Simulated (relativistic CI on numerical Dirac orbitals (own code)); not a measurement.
## Forbidden transitions in Ho60+

Computed by Dirac-Coulomb-Breit CI, KLI orbitals optimised for each configuration, QED by a radiative potential, unscaled Slater integrals (own radial code, finite nucleus).

Configurations in the expansion (outside the closed core 1s2): 2s2 2p3, 2s 2p4, 2p5, 2p4 3s, 2p4 3p, 2p4 3d, 2s2 2p2 3s, 2s2 2p2 3p, 2s2 2p2 3d, 2s 2p3 3s, 2s 2p3 3p, 2s 2p3 3d, 2s2 2p2 4s, 2s2 2p2 4p, 2s2 2p2 4d, 2s2 2p2 4f, 2s 2p3 4s, 2s2 2p 3s2, 2s 2p3 4p, 2s 2p3 4d, 2s2 2p 3s 3p, 2s 2p3 4f, 2s2 2p2 5s, 2s2 2p 3s 3d, 2s2 2p2 5p, 2s2 2p 3p2, 2s2 2p2 5d, 2s2 2p2 5f, 2s2 2p2 5g, 2s2 2p 3p 3d, 2s 2p2 3s2, 2s2 2p 3d2, 2s 2p2 3s 3p, 2s 2p2 3s 3d, 2s 2p2 3p2, 2s 2p3 5s. Levels of other configurations are missing.

| λ vac (Å) | Lower | Upper | Type | A (s⁻¹) | log gf |
| --- | --- | --- | --- | --- | --- |
| 1.3829 | 2s2 2p3 2P°_3/2 [8] | 2s 2p3 3d 2D°_5/2 [251] | E2 | 3.15e+12 | -2.27 |
| 1.3839 | 2s2 2p3 4S°_3/2 [2] | 2s 2p3 3d 4D°_7/2 [181] | E2 | 4.24e+12 | -2.01 |
| 1.3841 | 2s2 2p3 2P°_3/2 [8] | 2s 2p3 3d 2F°_7/2 [250] | E2 | 4.05e+12 | -2.03 |
| 1.3851 | 2s 2p4 4P_3/2 [9] | 2p4 3d 4F_7/2 [275] | E2 | 4.34e+12 | -2.00 |
| 1.3855 | 2s 2p4 4P_5/2 [5] | 2p4 3d 4F_9/2 [205] | E2 | 4.73e+12 | -1.87 |
| 1.3856 | 2s2 2p3 2D°_5/2 [3] | 2s 2p3 3d 2G°_9/2 [183] | E2 | 4.58e+12 | -1.88 |
| 1.3856 | 2s 2p4 4P_5/2 [5] | 2p4 3d 2F_7/2 [204] | E2 | 2.84e+12 | -2.18 |
| 1.3901 | 2s2 2p3 2P°_1/2 [4] | 2s 2p3 3d 2D°_3/2 [188] | E2 | 5.16e+12 | -2.22 |
| 1.3939 | 2s2 2p3 4S°_3/2 [2] | 2s 2p3 3d 4D°_3/2 [168] | E2 | 3.84e+12 | -2.35 |
| 1.3947 | 2s2 2p3 2P°_3/2 [8] | 2s 2p3 3d 4D°_7/2 [244] | E2 | 2.70e+12 | -2.20 |
| 1.3950 | 2s 2p4 4P_5/2 [5] | 2p4 3d 2F_7/2 [201] | E2 | 1.89e+12 | -2.35 |
| 1.3952 | 2s 2p4 4P_5/2 [5] | 2p4 3d 4D_5/2 [200] | E2 | 3.62e+12 | -2.20 |
| 1.3955 | 2s 2p4 4P_5/2 [5] | 2p4 3d 4D_3/2 [199] | E2 | 3.75e+12 | -2.36 |
| 1.3985 | 2s2 2p3 2P°_3/2 [1] | 2s 2p3 3d 2D°_5/2 [72] | E2 | 4.38e+12 | -2.11 |
| 1.3996 | 2s2 2p3 2D°_5/2 [3] | 2s 2p3 3d 4F°_9/2 [163] | E2 | 1.97e+12 | -2.24 |
| 1.4008 | 2s 2p4 2S_1/2 [6] | 2p4 3d 2D_3/2 [203] | E2 | 4.24e+12 | -2.30 |
| 1.4026 | 2s2 2p3 4S°_3/2 [2] | 2s 2p3 3d 4D°_7/2 [154] | E2 | 2.20e+12 | -2.29 |
| 1.4095 | 2s2 2p3 2D°_5/2 [3] | 2s 2p3 3d 4G°_9/2 [147] | E2 | 2.37e+12 | -2.15 |
| 1.4101 | 2s 2p4 2P_3/2 [7] | 2p4 3d 2F_7/2 [201] | E2 | 2.73e+12 | -2.19 |
| 1.4107 | 2s2 2p3 2P°_3/2 [1] | 2s 2p3 3d 4F°_7/2 [66] | E2 | 2.31e+12 | -2.26 |

Terms are leading LS components. Brackets give the number of a level in order of energy, since labels repeat. The list gives strong lines, with weight on those to low levels, among the lowest 400 of 1177 levels, so that lines to higher ones, which can be the strongest, are missing. Levels whose partners in the same complex of configurations lie outside the list can be far off, and so can their lines. Rates are taken at the computed energies, electric ones in the length gauge.

At this charge energies of transitions that change n are usually good to better than 1 %, and those within a shell (Δn = 0) to a few per cent.

LS names give the leading component of a level, which can be under half, so a name can repeat, a term be missing and a line seem to break the LS rules.
